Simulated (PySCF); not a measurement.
F6Se, charge -1, doublet, geometry from GFN2-xTB (a state made from the parent by changing its charge; the spin is typed, not shown lowest) (a gas-phase anion, which may not be bound at this level); CASSCF(7,7)/STO-3G (PySCF).

PySCF was given this input:
```python
from pyscf import gto, scf, mcscf
import numpy

mol = gto.Mole()
mol.atom = '''
    F     1.25222496   -0.43579553   -1.61931583
    Se   -0.05072944   -0.05933990   -0.08320264
    F     1.36359733   -0.50705131    0.89387606
    F    -0.73938087   -1.86019630    0.61086373
    F    -1.64766740    0.96855161   -0.85280055
    F     0.70427999    1.54631234   -0.16858519
    F    -0.74140946    0.51235213    1.45028288
'''
mol.basis = 'sto-3g'
mol.charge = -1
mol.spin = 1
mol.verbose = 4
mol.build()

mf = scf.ROHF(mol)
mf.kernel()
mc = mcscf.CASSCF(mf, 7, 7)
mc.fix_spin_(ss=0.75)
mc.kernel()
occ = numpy.linalg.eigvalsh(mc.fcisolver.make_rdm1(mc.ci, mc.ncas, mc.nelecas))[::-1]
ss = mc.fcisolver.spin_square(mc.ci, mc.ncas, mc.nelecas)[0]
print('natural occupations', occ.round(4), ' <S^2>', round(ss, 4))
```

It wrote (shortened):

```
PySCF version 2.14.0

[INPUT] verbose = 4
[INPUT] num. atoms = 7
[INPUT] num. electrons = 89
[INPUT] charge = -1
[INPUT] spin (= nelec alpha-beta = 2S) = 1
[INPUT] symmetry False subgroup None
[INPUT] Mole.unit = angstrom
[INPUT] Symbol           X                Y                Z      unit          X                Y                Z       unit  Magmom
[...]
nuclear repulsion = 739.051014788479
number of shells = 26
number of NR pGTOs = 144
number of NR cGTOs = 48
basis = sto-3g
ecp = {}

******** <class 'pyscf.scf.rohf.ROHF'> ********
method = ROHF
initial guess = minao
damping factor = 0
level_shift factor = 0
DIIS = <class 'pyscf.scf.diis.CDIIS'>
diis_start_cycle = 1
diis_space = 8
diis_damp = 0
SCF conv_tol = 1e-09
SCF conv_tol_grad = None
SCF max_cycles = 50
direct_scf = True
direct_scf_tol = 1e-13
num. doubly occ = 44  num. singly occ = 1
Set gradient conv threshold to 3.16228e-05
init E= -2957.34952149966
[...]
cycle= 1 E= -2960.98710342108  delta_E= -3.64  |g|= 0.504  |ddm|= 2.39
[...]
cycle= 2 E= -2961.15198692631  delta_E= -0.165  |g|= 0.113  |ddm|= 0.955
[...]
cycle= 3 E= -2961.15969385084  delta_E= -0.00771  |g|= 0.0254  |ddm|= 0.167
[...]
cycle= 4 E= -2961.16043470724  delta_E= -0.000741  |g|= 0.00512  |ddm|= 0.0654
[...]
cycle= 5 E= -2961.16046927253  delta_E= -3.46e-05  |g|= 0.00139  |ddm|= 0.0148
[...]
cycle= 6 E= -2961.16047240595  delta_E= -3.13e-06  |g|= 0.000709  |ddm|= 0.00369
[...]
cycle= 7 E= -2961.16047371462  delta_E= -1.31e-06  |g|= 0.000135  |ddm|= 0.00373
[...]
cycle= 8 E= -2961.1604737684  delta_E= -5.38e-08  |g|= 2.92e-05  |ddm|= 0.000782
[...]
cycle= 9 E= -2961.16047377031  delta_E= -1.91e-09  |g|= 7.34e-06  |ddm|= 0.000146
[...]
cycle= 10 E= -2961.16047377038  delta_E= -7.05e-11  |g|= 1.83e-06  |ddm|= 2.35e-05
[...]
Extra cycle  E= -2961.16047377038  delta_E= -4.55e-13  |g|= 8.76e-07  |ddm|= 3.2e-06
converged SCF energy = -2961.16047377038

******** <class 'pyscf.mcscf.mc1step.CASSCF'> ********
CAS (4e+3e, 7o), ncore = 41, nvir = 0
max_cycle_macro = 50
max_cycle_micro = 4
conv_tol = 1e-07
conv_tol_grad = None
orbital rotation max_stepsize = 0.02
orbital rotation threshold for CI restart = 0.01
augmented hessian ah_max_cycle = 30
augmented hessian ah_conv_tol = 1e-12
augmented hessian ah_linear dependence = 1e-14
augmented hessian ah_level shift = 1e-08
augmented hessian ah_start_tol = 2.5
augmented hessian ah_start_cycle = 3
augmented hessian ah_grad_trust_region = 3
kf_trust_region = 3
kf_interval = 4
[...]
CASCI E = -2961.28314684964  S^2 = 0.7500000
[...]
               |grad[o]|=0.003  |grad[c]|=0.005  |ddm|=0.00581  |maxRot[o]|=0.0246
macro iter  28 ( 21 JK    4 micro), CASSCF E = -2961.31590107881  dE = -3.30324368e-04  S^2 = 0.7500000
               |grad[o]|=0.00353  |grad[c]|=0.00244  |ddm|=0.00315  |maxRot[o]|=0.0461
macro iter  29 ( 14 JK    4 micro), CASSCF E = -2961.31597315602  dE = -7.20772100e-05  S^2 = 0.7500000
               |grad[o]|=0.00164  |grad[c]|=0.00236  |ddm|=0.00536  |maxRot[o]|=0.0324
macro iter  30 ( 13 JK    4 micro), CASSCF E = -2961.31601271607  dE = -3.95600564e-05  S^2 = 0.7500000
               |grad[o]|=0.0015  |grad[c]|=0.00238  |ddm|=0.00288  |maxRot[o]|=0.0176
macro iter  31 ( 12 JK    4 micro), CASSCF E = -2961.31603100178  dE = -1.82857084e-05  S^2 = 0.7500000
               |grad[o]|=0.00113  |grad[c]|=0.00143  |ddm|=0.00228  |maxRot[o]|=0.012
macro iter  32 ( 11 JK    4 micro), CASSCF E = -2961.31604061557  dE = -9.61378828e-06  S^2 = 0.7500000
               |grad[o]|=0.000883  |grad[c]|=0.00107  |ddm|=0.00139  |maxRot[o]|=0.00753
macro iter  33 (  9 JK    4 micro), CASSCF E = -2961.31604433523  dE = -3.71965825e-06  S^2 = 0.7500000
               |grad[o]|=0.000725  |grad[c]|=0.000916  |ddm|=0.000907  |maxRot[o]|=0.00392
macro iter  34 (  9 JK    4 micro), CASSCF E = -2961.31604830389  dE = -3.96866517e-06  S^2 = 0.7500000
               |grad[o]|=0.000651  |grad[c]|=0.000769  |ddm|=0.000804  |maxRot[o]|=0.00238
macro iter  35 (  9 JK    4 micro), CASSCF E = -2961.31605325866  dE = -4.95476297e-06  S^2 = 0.7500000
               |grad[o]|=0.000549  |grad[c]|=0.000512  |ddm|=0.000726  |maxRot[o]|=0.00326
macro iter  36 (  3 JK    1 micro), CASSCF E = -2961.31605732732  dE = -4.06865820e-06  S^2 = 0.7500000
               |grad[o]|=0.00036  |grad[c]|=0.000528  |ddm|=0.000405  |maxRot[o]|=0.0071
macro iter  37 (  3 JK    1 micro), CASSCF E = -2961.31605741527  dE = -8.79517756e-08  S^2 = 0.7500000
               |grad[o]|=0.000115  |grad[c]|=0.00015  |ddm|=0.000262  |maxRot[o]|=0.000501
1-step CASSCF converged in  37 macro (584 JK 141 micro) steps
CASSCF canonicalization
Density matrix diagonal elements [1.95934645 1.85179661 1.84181868 1.00786372 0.14959747 0.15534249
 0.03423457]
CASSCF energy = -2961.31605741527
CASCI E = -2961.31605741527  E(CI) = -6.95756246724522  S^2 = 0.7500000
natural occupations [1.9697 1.8561 1.8467 0.9992 0.1522 0.1453 0.0306]  <S^2> 0.75
```
